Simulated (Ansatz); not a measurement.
H3NSi, SMILES `N[SiH]` (lower singlet) (charge 0, multiplicity 1). This singlet lies 1.81 eV below the relaxed triplet at the level composite: frozen-core CCSD(T) with HF/cc-pVQZ and the correlation energy extrapolated as X^-3 from cc-pVTZ and cc-pVQZ, plus CCSDT(Q) minus CCSD(T) in cc-pVDZ // PBE0-D3(BJ)/def2-TZVP (Ansatz, a program for electronic structure).

Computed with frozen-core CCSDT(Q)/cc-pVTZ // PBE0-D3(BJ)/def2-TZVP (Ansatz).

Ansatz 0.2 input:
```yaml
crystal:
  periodic: [false, false, false]
  atoms:
    - { symbol: N, position_ang: [-0.560408, -0.060571, 0.006957] }
    - { symbol: Si, position_ang: [0.978826, -0.76757, 0.218338] }
    - { symbol: H, position_ang: [-1.408546, -0.590915, 0.133202] }
    - { symbol: H, position_ang: [-0.747045, 0.896494, -0.248352] }
    - { symbol: H, position_ang: [1.737172, 0.522564, -0.110144] }
basis:
  gaussian: { orbitals: cc-pVTZ }
correlation:
  method: ccsdt_q
```

Output:

```
Functional definition: HF
1368 factors; integrals over basis functions are off by at most 1.5e-7 eV
mean field evaluation 1: about -9389.7833 eV, gradient 3.2e1 eV
mean field evaluation 2: about -9389.7893 eV, gradient 3.2e1 eV
mean field evaluation 4: about -9391.8876 eV, gradient 2.4e0 eV
mean field evaluation 8: about -9391.9138 eV, gradient 9.2e-2 eV
mean field evaluation 16: about -9391.9060 eV, gradient 3.3e-1 eV
mean field -9391.91391450 eV, -345.1464702899 hartree, gradient 4.4e-6 eV, S^2 0.000000; 0 other end points of the search recorded, 0 dependent functions left out
6 core orbitals not correlated
reference -9391.91391450 eV, -345.1464702899 hartree; 6, 6 occupied and 94, 94 virtual orbitals, 1368 factors
second order -8.82487939 eV of doubles, -0.00000000 eV of singles
cycle   1  -9.18909581 eV  change   -3.6e-1 eV  update   9.1e-2
cycle   2  -9.70638992 eV  change   -5.2e-1 eV  update   4.4e-2
cycle   3  -9.97387261 eV  change   -2.7e-1 eV  update   2.4e-2
cycle   4  -9.92291019 eV  change    5.1e-2 eV  update   8.0e-3
cycle   5  -9.90764017 eV  change    1.5e-2 eV  update   5.2e-3
cycle   6  -9.91647006 eV  change   -8.8e-3 eV  update   1.5e-3
cycle   7  -9.91729529 eV  change   -8.3e-4 eV  update   7.0e-4
cycle   8  -9.91665318 eV  change    6.4e-4 eV  update   2.7e-4
cycle   9  -9.91668505 eV  change   -3.2e-5 eV  update   1.2e-4
cycle  10  -9.91674138 eV  change   -5.6e-5 eV  update   3.7e-5
cycle  11  -9.91673569 eV  change    5.7e-6 eV  update   1.7e-5
cycle  12  -9.91676716 eV  change   -3.1e-5 eV  update   7.6e-6
cycle  13  -9.91677021 eV  change   -3.0e-6 eV  update   3.0e-6
cycle  14  -9.91677176 eV  change   -1.6e-6 eV  update   1.4e-6
cycle  15  -9.91677336 eV  change   -1.6e-6 eV  update   5.8e-7
cycle  16  -9.91677348 eV  change   -1.2e-7 eV  update   2.9e-7
perturbative correction -0.02141876 eV, -0.0007871248 hartree
Total energy: -9401.85210673 eV, -345.5116921182 hartree
```
